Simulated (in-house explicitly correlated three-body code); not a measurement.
Values are calculated unless marked as measured or tabulated.
Two electrons around a charge Z: errors of exchange and correlation functionals on the exact density

The exact non-relativistic ground state comes from a variational code in 260 exponentially correlated functions, the Kohn-Sham parts from inverting its density (past Z = 6 the correlation energy is taken as exact minus Hartree-Fock, equal to within microhartrees), and self-consistent runs (Hartree-Fock is restricted) from a B-spline radial code. Z may be fractional; the second electron is bound down to Z = 0.911.

Each entry is functional minus exact.

| Z | r2SCAN x (mEh) | r2SCAN c (mEh) | SCAN x (mEh) | SCAN c (mEh) | PBEsol x (mEh) | PBEsol c (mEh) |
| --- | --- | --- | --- | --- | --- | --- |
| 1.34 | -6.71 | +6.34 | -6.71 | +6.34 | +28.97 | -5.35 |
| 1.68 | -5.65 | +4.90 | -5.65 | +4.90 | +43.94 | -8.55 |
| 2 | -5.19 | +4.21 | -5.19 | +4.21 | +57.28 | -10.29 |
| 2.58 | -4.77 | +3.51 | -4.77 | +3.51 | +80.85 | -12.19 |
| 3.1 | -4.57 | +3.13 | -4.57 | +3.13 | +101.7 | -13.23 |
| 3.88 | ? | ? | ? | ? | ? | ? |
| 4.9 | -4.27 | +2.41 | -4.27 | +2.41 | +173.5 | -15.01 |
| 6.2 | -4.17 | +2.12 | -4.17 | +2.12 | +225.1 | -15.60 |
| 7.7 | ? | ? | ? | ? | ? | ? |
| 9.7 | -4.04 | +1.67 | -4.04 | +1.67 | +363.9 | -16.28 |

**Question.** What belongs in the row Z = 7.7?

**Answer.** r2SCAN x (mEh): -4.10; r2SCAN c (mEh): +1.89; SCAN x (mEh): -4.10; SCAN c (mEh): +1.89; PBEsol x (mEh): +284.6; PBEsol c (mEh): -15.99.

**Question.** What belongs in the row Z = 3.88?

**Answer.** r2SCAN x (mEh): -4.40; r2SCAN c (mEh): +2.74; SCAN x (mEh): -4.40; SCAN c (mEh): +2.74; PBEsol x (mEh): +132.9; PBEsol c (mEh): -14.23.

**Question.** How do the exchange errors scale with Z?

**Answer.** r2SCAN +1.10 % in the size of E_x at Z = 1.34 and +0.07 % at 9.7; SCAN +1.10 % in the size of E_x at Z = 1.34 and +0.07 % at 9.7; PBEsol -4.77 % in the size of E_x at Z = 1.34 and -6.23 % at 9.7. Exchange scales linearly under uniform scaling of the density, so its relative error changes only with the density's shape.
